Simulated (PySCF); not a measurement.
Cartesian coordinates (Å):
```xyz
4

In     0.0001     0.0000    -0.0001
H      1.6367    -0.5520    -0.0137
H     -1.2963    -1.1412     0.0225
H     -0.3405     1.6932    -0.0087
```
Charge 0, spin multiplicity 1.

Q: What LUMO, HOMO–LUMO gap and dipole moment does PySCF with TPSSh-D3(BJ)/def2-TZVP // CAM-B3LYP-D3(BJ)/def2-SVP give?

A: 
The LUMO is -2.17 eV and the HOMO–LUMO gap is 5.47 eV. The dipole moment comes out as 0.00 D.
